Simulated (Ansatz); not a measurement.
Geometry optimisation, RKS BHLYP-D4/def2-SVP in Ansatz.

input.yaml

```yaml
crystal:
  periodic: [false, false, false]
  atoms:
    - { symbol: F, position_ang: [-1.0939, -0.6336, -1.6276] }
    - { symbol: C, position_ang: [-0.5413, 0.0661, -0.5867] }
    - { symbol: Si, position_ang: [1.0023, -0.6029, 0.1482] }
    - { symbol: B, position_ang: [-1.3849, 0.985, 0.2981] }
    - { symbol: O, position_ang: [-0.5029, 1.4144, -0.7883] }
    - { symbol: H, position_ang: [1.5268, 0.3288, 1.1999] }
    - { symbol: H, position_ang: [2.0804, -0.7407, -0.8853] }
    - { symbol: H, position_ang: [0.8035, -1.9034, 0.7527] }
    - { symbol: H, position_ang: [-1.8014, 1.0399, 1.4719] }
basis:
  gaussian: { orbitals: def2-SVP }
hamiltonian:
  xc: { name: BHLYP }
  dispersion: d4
relax:
  f_tol: 0.02
  max_steps: 50
```

Launched with:

```bash
$ ansatz run input.yaml --threads 2 --pin off --max-ram 3072MiB --backend cpu --events-out ev --progress --plain --runs-dir out
```

Task: Where does it end, and by what steps?

Result: The run converged. After 8 steps the energy has fallen by 1.071 eV; H9 moved furthest, 0.75 Å.

```csv
step,energy less start (eV),largest force component (eV/Å),accepted
0,0.0000,2.725,yes
1,-0.7123,1.927,yes
2,-0.9590,1.549,yes
3,-1.0372,0.435,yes
4,-1.0518,0.435,yes
5,-1.0634,0.371,yes
6,-1.0312,1.352,no
7,-1.0695,0.122,yes
8,-1.0706,0.019,yes
```

```xyz
9
Properties=species:S:1:pos:R:3
F -1.093 -0.708 -1.367
C -0.534 -0.012 -0.342
Si 1.165 -0.688 0.128
B -1.409 1.020 0.344
O -0.577 1.422 -0.599
H 1.678 0.128 1.249
H 2.073 -0.596 -1.035
H 1.017 -2.098 0.548
H -2.232 1.485 1.057
```

Whether the end is a true minimum wasn't checked by a vibrational analysis.

The run took 25 s on 2 threads of Arm Neoverse V1 (shared host), peak memory 0.19 GiB.
